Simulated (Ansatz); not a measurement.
A structure relaxed at PBE0-D4/def2-TZVP, charge 0, multiplicity 1:

| atom | x (Å) | y (Å) | z (Å) |
| --- | --- | --- | --- |
| Si1 | 0.546 | -0.353 | -1.501 |
| O2 | 0.280 | 0.701 | -0.277 |
| Sn3 | -0.451 | 0.624 | 1.522 |
| Cl4 | -1.503 | -1.441 | 1.684 |
| H5 | -0.735 | -0.834 | -2.086 |
| H6 | 1.323 | 0.358 | -2.548 |
| H7 | 1.323 | -1.534 | -1.035 |
| H8 | -1.629 | 1.838 | 1.628 |
| H9 | 0.848 | 0.642 | 2.612 |

Task: Give its formula and SMILES.

Result: ClH5OSiSn, `[SiH3][O][SnH2][Cl]`.

Task: Summarise the bond lengths by kind.

Result: 1 × O–Si 1.637 Å; 3 × H–Si 1.485 to 1.489 Å; 1 × O–Sn 1.943 Å; 1 × Cl–Sn 2.324 Å; 2 × H–Sn 1.695 to 1.696 Å.

Program: Ansatz 0.2.0.
